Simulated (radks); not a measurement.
Charge is removed step by step from the 5p level of the caesium ion Cs+, starting from [Xe]. Method: scalar-relativistic Kohn-Sham, r2SCAN, spin-unpolarised, spherical densities, finite nucleus; meta-GGA in the generalised Kohn-Sham scheme; Fermi nuclear charge, rms radius 4.8041 fm; computed with a radial shooting solver on a logarithmic mesh with Libxc functionals.

\begin{tabular}{lrrr}
removed (e) & E - E(0) (eV) & eigenvalue (eV) & E minus straight line (eV) \\ \hline
0 & 0.000 & -19.097 & 0.000 \\
0.1 & 1.958 & -20.071 & -0.449 \\
0.2 & 4.013 & -21.053 & -0.800 \\
0.3 & 6.167 & -22.043 & -1.052 \\
0.4 & 8.421 & -23.039 & -1.206 \\
0.5 & 10.774 & -24.044 & -1.259 \\
0.6 & 13.228 & -25.055 & -1.211 \\
0.7 & 15.784 & -26.073 & -1.062 \\
0.8 & 18.442 & -27.098 & -0.811 \\
0.9 & 21.202 & -28.129 & -0.457 \\
1 & 24.066 & -29.167 & 0.000 \\
\end{tabular}

Removing the whole electron costs 24.066 eV by Delta-SCF, against 19.097 eV from minus the eigenvalue at the starting occupation. Slater's transition state (half an electron removed) gives 24.044 eV. Integrating minus the eigenvalue over the occupation (Janak's theorem) gives 24.073 eV. In this scalar-relativistic scheme the density is built from large components alone, so the theorem holds only approximately. The mean slope of the eigenvalue, de/dn, is 10.1 eV per electron. Ionisation energy of Cs+ in the NIST Atomic Spectra Database: 23.157 eV (measured).

Beside tabulated values, note that spin-unpolarised runs miss the spin-polarisation part of the exchange energy of open shells.
